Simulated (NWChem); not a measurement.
System: As anion, triplet

The following NWChem deck was run.

```
start job
memory heap 200 mb stack 900 mb global 1100 mb
charge -1
geometry units angstroms noautoz
  As     0.000000     0.000000     0.000000
end
basis spherical
  * library def2-qzvp
end
dft
  odft
  mult 3
  xc xpbe96 cpbe96
  iterations 150
  mulliken
end
task dft energy
```

The open p shell is one determinant without spherical averaging. Sets without diffuse functions describe the anion's extra electron poorly. No stability test was run on the SCF state. The highest occupied level is positive, so the extra electron may be held by the finite basis.

Task: Give the results of this calculation. (PBE/def2-QZVP, spin-unrestricted.) Quantities: basis functions; energy (Ha); highest occupied level (eV); lowest empty minus highest occupied level, either spin (eV); <S²>.

Result: 
| Quantity | Result |
|---|---|
| number of basis functions | 75 |
| energy (Ha) | -2235.55 |
| highest occupied level (eV) | 2.23 |
| lowest empty minus highest occupied level, either spin (eV) | 0.32 |
| <S²> | 2.00 |
